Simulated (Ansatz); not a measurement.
Species: sum formula Si2H3Cl2 (charge 0, doublet). It need not be the lowest isomer of its formula. SMILES: [SiH3][Si](Cl)Cl
Geometry: optimised at B3LYP-D3(BJ)/def2-TZVP (Ansatz, a program for electronic structure).

Parts of the frozen-core correlation energy in aug-cc-pV(D+d)Z (Ansatz, hartree). Frozen orbitals: 20; correlated occupied orbitals by spin: 13 and 12; virtual: 122 and 123. Open shells are spin-unrestricted. No spin-orbit coupling. Non-relativistic.

```
term                             value
-------------------------  -----------
reference (HF)             -1498.70562
MP2 opposite-spin             -0.36569
MP2 same-spin                 -0.11814
CCSD correlation              -0.54224
(T)                           -0.01804
T1 diagnostic                    0.015
largest doubles amplitude        0.021
<S^2> of the reference           0.759
```
